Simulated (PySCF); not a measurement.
Isomers of C5H11Al, from PySCF 2.14.0, PBE0-D3(BJ)/def2-SVP geometry optimisation, gas phase. One conformer each, no zero-point energy, no frequencies.

Task: Which isomer lies lower at this level?
A. `[CH3:1][C@H:2]1[CH2:3][CH2:4][AlH:5][CH2:6]1` with C1–C2–C3–C4 179°, C2–C3–C4–Al5 -36°, C3–C4–Al5–C6 12°, C4–Al5–C6–C2 14°: A = 4931, B = 2211, C = 1634 MHz, dipole 0.13 D
B. `[CH3:1][C:2]1([AlH2:3])[CH2:4][CH2:5][CH2:6]1` with C1–C2–Al3–H -89° and 89°, C1–C2–C4–C5 -139°, C2–C4–C5–C6 20°, C4–C5–C6–C2 -20°, C1–C2–C6–C5 139°: A = 3662, B = 2433, C = 1973 MHz, dipole 0.76 D

Result: A. That is `C1[CH2][AlH][CH2][C@H]1C`, 27.9 kcal/mol below the other.

```
                  SMILES                                  mapped SMILES      E (Eh)  relative (kcal/mol)  relative (kJ/mol)  dipole (D)
C[C@H]1C[CH2][AlH][CH2]1   [CH3:1][C@H:2]1[CH2:3][CH2:4][AlH:5][CH2:6]1  -439.01297                  0.0                0.0        0.13
       C[C]1([AlH2])CCC1  [CH3:1][C:2]1([AlH2:3])[CH2:4][CH2:5][CH2:6]1  -438.96844                 27.9              116.9        0.76
```

As drawn, the higher has a four-membered ring, which the lower lacks.
